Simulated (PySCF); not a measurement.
CH5BrGe, SMILES [CH3][GeH2][Br].

Geometry: ωB97X-D3(BJ)/def2-SVP.

All values below come from PBE/def2-TZVPD (PySCF).

Computed frontier levels, gap, dipole moment and polarisability:
* **highest occupied level**: -6.83 eV
* **lowest empty level**: -1.28 eV
* **orbital gap**: 5.55 eV
* **dipole moment**: 2.33 D
* **quadrupole, principal values (traceless, Buckingham form, about the centre of nuclear charge)**: -1.01, -0.54, 1.55 D·Å
* **mean static polarisability**: 69.6 bohr³ (10.31 Å³)
* **polarisability, principal values**: 59.7, 66.8, 82.3 bohr³
